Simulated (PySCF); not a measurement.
C₅H₉GeN.
Atom-mapped SMILES: `[H]/[N:1]=[CH:2]\[C:3]1=[CH:4][CH2:5][GeH2:6][CH2:7]1` (hydrogens: H8 on N1; H9 on C2; H10 on C4; H11, H12 on C5; H13, H14 on Ge6; H15, H16 on C7)

Method used: PBE0-D3(BJ)/def2-SVP geometry optimisation, gas phase in PySCF.

Problem. Give the optimised bond lengths and angles.

Solution. 
```csv
bond,length (bohr)
N1=C2,2.404
C2–C3,2.780
C3=C4,2.552
C4–C5,2.830
C5–Ge6,3.729
Ge6–C7,3.725
C3–C7,2.850
N1–H8,1.941
C2–H9,2.087
C4–H10,2.073
"C5–H11, C5–H12",2.084
"Ge6–H13, Ge6–H14",2.908
"C7–H15, C7–H16",2.084
```

Bonds in one row agree within 0.02 bohr and their mean is given. A selection of angles:
```csv
angle,degrees
C2–N1–H8,110.0
N1–C2–C3,127.6
N1–C2–H9,117.4
C3–C2–H9,115.0
C2–C3–C4,120.4
C2–C3–C7,120.2
C4–C3–C7,119.5
C3–C4–C5,121.3
C3–C4–H10,119.3
C5–C4–H10,119.4
C4–C5–Ge6,102.6
C4–C5–H11,111.5
Ge6–C5–H11,112.7
H11–C5–H12,106.2
C5–Ge6–C7,93.4
C5–Ge6–H13,113.4
C7–Ge6–H13,113.2
H13–Ge6–H14,109.4
Ge6–C7–H15,111.9
C3–C7–Ge6,103.2
C3–C7–H15,111.6
H15–C7–H16,106.9
```

Torsions: N1–C2–C3–C4 180° (antiperiplanar); C2–C3–C4–C5 180° (antiperiplanar); C3–C4–C5–Ge6 0° (synperiplanar); C4–C5–Ge6–C7 0° (synperiplanar); C5–Ge6–C7–C3 0° (synperiplanar); C2–C3–C7–Ge6 180° (antiperiplanar); H8–N1–C2–C3 0° (synperiplanar).

Of the pairs four or more bonds apart, C7···H8 is among the closest relative to their van der Waals radii: 2.52 Å, 87 % of the sum of Bondi's values. The C–C distances run from 1.351 Å (C3=C4, drawn double) to 1.508 Å (C3–C7, drawn single), a spread of 0.157 Å. The 7 heavy atoms lie in one plane (0.002 Å rms). Ge6 (germanium bonded to 2 C and 2 H) has angles from 93.4° to 113.4°. The 5-membered ring C3–C4–C5–Ge6–C7 has internal angles of 93.4° to 121.3° (sum 540°, against 540° for a flat polygon); it is planar, 0.00 Å rms from its mean plane, widest ring torsion 0°.

Point group: Cs (every atom within 0.08 Å of its image). No PBE0-D3(BJ)/def2-SVP frequencies stand behind this structure, so it isn't proved a minimum. One conformer, not necessarily the lowest.

The run took 1.8 min of wall time on Arm Neoverse V1, one thread, shared host with 32 logical CPUs at a one-minute load of 14, and the process peaked at 0.66 GiB of memory. These figures are those of the optimisation.
